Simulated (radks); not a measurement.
Numerical settings for the boron ion B3+, [He]. All-electron calculation, Dirac Kohn-Sham, PBE, spin-unpolarised, spherical densities, finite nucleus; Fermi nuclear charge, rms radius 2.406 fm. Program: a radial shooting solver on a logarithmic mesh with Libxc functionals. The defaults (mesh step 0.008 in ln r, mesh end at 40 bohr or more with all orbitals vanishing there, Anderson mixing 0.5 over 9 steps, residual threshold near 1e-9 with the energy settled to 1e-9 hartree or 1e-11 of itself, here a cap of 71 iterations) give E = -21.9890 hartree and 1s1/2 at -231.38 eV in 13 iterations. Times are rough (one thread of a shared host). Changes against that run (0 stands for a change within the tolerance of the run):

| setting | iterations | converged | E (mhartree) | e(1s1/2) (meV) | CPU (s) |
|---|---|---|---|---|---|
| mesh step in ln r 0.003 | 13 | yes | 0 | 0 | 0.07 |
| mesh step in ln r 0.012 | 13 | yes | 0 | 0 | 0.03 |
| mesh step in ln r 0.02 | 13 | yes | 0 | 0 | 0.02 |
| mesh end (bohr) 20 | 13 | yes | 0 | 0 | 0.03 |
| mesh end (bohr) 1 | 13 | yes | +317 | +7.95e+03 | 0.03 |
| residual threshold 0.01 | 7 | yes | 0 | -0.129 | 0.02 |
| residual threshold 1e-13 | 71 | no | 0 | 0 | 0.16 |
| mixing 2.5 | 15 | yes | 0 | 0 | 0.04 |
| linear mixing, mixing 0.05 | 71 | no | +0.0225 | -1.52e+03 | 0.13 |
| linear mixing, mixing 0.8 | 15 | yes | 0 | 0 | 0.03 |
| mixing history 2 | 21 | yes | 0 | 0 | 0.05 |
| iteration cap 5 | 5 | no | 0 | +3.12 | 0.01 |

Settings that end as converged yet miss the energy by more than 1 mhartree: mesh end (bohr) 1 (+0.317 hartree). A mesh that ends early acts as a hard wall.
